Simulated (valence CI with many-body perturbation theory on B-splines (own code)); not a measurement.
Questions on Pt6+

Calculated by configuration interaction combined with many-body perturbation theory (CI+MBPT): four valence electrons over a frozen Dirac-Fock core [Xe] 4f14, a basis of 9 s, 9 p, 10 d, 8 f, 5 g, 3 h, 1 i functions for each j, with the one-electron correlation potential Σ1, the two-electron term Σ2, the three-electron term Σ3, Breit, model QED; selected CI, second order for the rest, scaled by the run's own slope (own B-spline code, finite nucleus).

No measured levels were compared; by estimate terms of the open shell hold to 2 to 4 % of their energy, and close levels can change places; different configurations can be misplaced against each other by 1,000 to 8,000 cm⁻¹. Core correlation moves these levels by up to 16000 cm⁻¹, and in measured spectra 5 to 20 % of such shifts remained as error; rates that hang on mixing are uncertain with them. Only levels of the ground parity were solved; by the run's estimate the other parity begins above the list, which can be wrong where configurations are misplaced.

Levels are named by their leading jj configuration (3d3/2^4 stands for four electrons in 3d with j = 3/2), which in mixed levels can hold well under half, so a name can repeat and another be missing.

Rates and lifetimes use the calculated energies. Strong lines usually hold to 10 to 20 %, long lifetimes can be off by a factor of two.

Question: What is the ground level?

Answer: (5d3/2^4) J=0, composition 57 % 5d4 5D + 38 % 5d4 3P + 4 % 5d4 1S.

Question: What is the ionisation energy?

Answer: 92.688 eV; NIST lists 91 ± 2 eV (theoretical).

Question: Name the longest-lived excited levels whose lifetime is computed, and their main decay.

Answer: (5d3/2^3 5d5/2) J=4 at 19112 cm⁻¹ lives 9.63 s, mostly by M1 to (5d3/2^2 5d5/2^2) J=3; (5d3/2^2 5d5/2^2) J=6 at 37733 cm⁻¹ lives 3.47 s, mostly by M1 to (5d3/2^2 5d5/2^2) J=5; (5d3/2^2 5d5/2^2) J=3 at 17320 cm⁻¹ lives 386 ms, mostly by M1 to (5d3/2^2 5d5/2^2) J=2.

Question: How well does LS coupling describe the low levels?

Answer: Among the lowest 20 levels the leading LS term, summed over configurations, holds 61 % on average. For single configurations the figures are 60 % in LS and 71 % in jj coupling. Terms mix most in the J = 2 level at 51151 cm⁻¹, where the leading one holds 35 %.
